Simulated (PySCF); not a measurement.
**How methods differ on the ionisation energy of In⁺**

In⁺ [Kr] 4d10 5s2 (1S) → In²⁺ [Kr] 4d10 5s1 (2S), as a difference of total energies. All numbers are calculated (PySCF 2.14, scalar relativity by spin-free X2C-1e, in x2c-TZVPPall with one added diffuse shell each of s, p, d, f type (9s7p5d3f, 76 functions)). Correlated levels: valence and next inner shell: [Ar] 3d10 frozen. The calculations carry no spin-orbit coupling.

| method | ionisation energy (eV) |
| --- | --- |
| UHF | 17.035 |
| MP2 (valence and next inner shell) | 18.766 |
| SCS-MP2 (valence and next inner shell) | 18.711 |
| CCSD (valence and next inner shell) | 18.632 |
| CCSD(T) (valence and next inner shell) | 18.724 |

Problem. How much does correlation contribute at CCSD(T) (valence and next inner shell)?

Solution. 18.724 − (17.035) = 1.689 eV, measured against UHF.

Errors of the correlated levels include the incompleteness of this basis and the frozen core.

For comparison: 18.870 eV (measured; NIST Atomic Spectra Database, ionization energies).
